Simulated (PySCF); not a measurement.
## Correlation energy of Ti²⁺ (titanium, charge +2)

[Ar] 3d1 4p1, one real determinant (an excited configuration). Calculation: PySCF 2.14, in x2c-TZVPPall with one added diffuse shell each of s, p, d, f type (7s6p5d3f1g, 80 functions); scalar relativity by spin-free X2C-1e. Frozen: [Ar]; 2 electrons correlated.

With two correlated electrons CCSD is exact within the correlated space (frozen core and kept virtual orbitals).

```csv
level,correlation energy (mhartree)
CCSD,-2.84
```

Diagnostics: T1 = 0.0022, D1 = 0.0040, largest double amplitude 0.071.

The real determinant used has ⟨L²⟩ near 8 against 12 for a pure F term, so it mixes terms.

Cost of the coupled-cluster step: roughly 8 core-seconds, for 2 correlated electrons.

The reference is one real determinant that mixes LS terms of this configuration.
